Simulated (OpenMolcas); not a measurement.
A calculation on Tl II.

```
Program             : OpenMolcas 26.06
Method              : SS-CASPT2, IPEA 0.25 Eh, imaginary shift 0.1 Eh (closed shells correlated: 5d)
Basis               : ANO-RCC-VQZP [9s8p6d4f3g]
Scalar Hamiltonian  : DKH2, point nucleus
Active space        : 2 electrons in 4 orbitals (6s 6p)
State averaging     : 2S+1 = 3 even, 3 roots; 2S+1 = 1 even, 7 roots; 2S+1 = 3 odd, 3 roots; 2S+1 = 1 odd, 3 roots
Spin-orbit coupling : state interaction with AMFI integrals over the reference wave functions, term energies averaged over their components
```

(1) Which level of the active space comes out lowest?

(2) How high does 6p2 1S0 lie?

(3) How high does 6s 6p 1P* 1 lie?

(4) How high does 6s 6p 3P* 0 lie?

(5) The level at 126630 cm-1 has J = 2. What is it made of, and what is its g factor?

Measured values: NIST Handbook of Basic Atomic Spectroscopic Data.

## Answers

(1) 6s2 1S0, with 100 % of that term; it is also the measured ground level.

(2) 146540 cm-1 above the lowest level.

(3) 73860 cm-1 above the lowest level; measured 75663 cm-1 above the ground level, so the calculation is off by -2 %.

(4) 49530 cm-1 above the lowest level; measured 49451 cm-1 above the ground level, so the calculation is off by 0 %.

(5) 59 % 6p2 1D2, 41 % 6p2 3P; g = 1.208, against 1.000 from Landé's formula for the pure leading term.

CASPT2 does not keep the components of a term degenerate, so their means are used; among the terms shown or strongly mixed into the levels shown the widest spread is 920 cm-1 (6p2 1D). Over all roots computed the reference weight is 0.86 to 0.93; the roots of lowest weight are the least certain, and an intruder state may touch them. The ¹D term of p² mixes with s d, which this space lacks. Spin-orbit splittings of 6p shells tend to come out small when the coupling is added on scalar orbitals. Measured partners are found by configuration, term and J. A level has none where our copy of the source lacks it or the pairing is in doubt (some pairs that miss far off the trend of their configuration count as doubtful), and it then counts in no deviation. Only configurations of the active space appear.

* marks odd parity.
